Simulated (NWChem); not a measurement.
InF, singlet; SMILES [F][In]

```xyz
2

In     0.0000     0.0000    -0.3094
F      0.0000     0.0000     1.6843
```
Atoms are numbered in this order, from 1.

Computed with NWChem. Low-valent species are run as closed-shell singlets; no triplet was tried in these runs. Structure relaxed at the PBE0-D3(BJ)/def2-TZVP level. def2 effective core potentials on In; no spin-orbit coupling. Total energies compare along this basis series because the functional is fixed.

```csv
level,basis functions,energy (Ha),highest occupied level (eV),orbital gap (eV),dipole (D),relative time
B3LYP/def2-SVP,40,-290.0190,-7.23,5.53,2.82,1
B3LYP/def2-SVPD,55,-290.0380,-7.53,5.64,3.41,1
B3LYP/def2-TZVP,81,-290.1593,-7.43,5.59,3.25,4
B3LYP/def2-TZVPD,96,-290.1612,-7.50,5.60,3.36,5
B3LYP/def2-TZVPP,81,-290.1593,-7.43,5.59,3.25,2
B3LYP/def2-QZVP,139,-290.1673,-7.48,5.60,3.31,20
```

Times are rough ratios from one shared machine.
